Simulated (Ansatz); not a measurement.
Relaxation of FH5O2W (9 atoms, charge 0, multiplicity 1), to a largest force component of 0.02 eV/Å in at most 40 steps.

Level of theory: RKS PBE/def2-SVP (Ansatz 0.2.0).

```xyz
9
Properties=species:S:1:pos:R:3:forces:R:3
W 0.000 0.000 0.000 2.85 2.45 5.71
O 0.000 0.000 1.940 -2.46 -0.39 -0.66
H -0.909 -0.281 2.277 1.18 0.12 0.51
H 1.720 0.000 0.000 1.67 -0.16 -2.08
O 0.000 1.940 0.000 -1.37 -1.45 -1.22
H -0.634 2.277 -0.710 0.98 0.03 0.66
H -1.720 0.000 0.000 -1.85 -0.08 -1.71
F 0.000 -1.850 0.000 -0.26 -0.47 -0.31
H 0.000 0.000 -1.720 -0.74 -0.05 -0.90
```

Problem. Where does it end, and by what steps?

Solution. The run converged. After 29 steps the energy has fallen by 3.366 eV; H7 moved furthest, 0.92 Å.

| step | energy less start (eV) | largest force component (eV/Å) | accepted |
| --- | --- | --- | --- |
| 0 | 0.0000 | 5.709 | yes |
| 2 | -2.2051 | 1.411 | yes |
| 4 | -3.0556 | 0.726 | yes |
| 6 | -3.2534 | 0.963 | yes |
| 8 | -3.3171 | 0.606 | yes |
| 10 | -3.3401 | 0.173 | yes |
| 12 | -3.3498 | 0.237 | yes |
| 14 | -3.3551 | 0.059 | yes |
| 16 | -3.3575 | 0.101 | yes |
| 18 | -3.3593 | 0.026 | yes |
| 20 | -3.3620 | 0.296 | yes |
| 22 | -3.3646 | 0.051 | yes |
| 24 | -3.3656 | 0.036 | yes |
| 26 | -3.3661 | 0.062 | yes |
| 28 | -3.3663 | 0.060 | yes |
| 29 | -3.3665 | 0.017 | yes |

```xyz
9
Properties=species:S:1:pos:R:3
W -0.173 0.146 0.209
O -0.425 0.050 2.122
H -0.475 -0.688 2.755
H 1.349 0.027 -0.531
O -0.207 1.953 -0.151
H -0.147 2.783 -0.652
H -1.450 -0.118 -0.876
F -0.075 -1.740 0.357
H 0.059 -0.327 -1.445
```

Run time: 79 s on 1 thread of Intel(R) Xeon(R) Platinum 8488C (Sapphire Rapids), with other jobs on the host, peak memory 0.15 GiB.
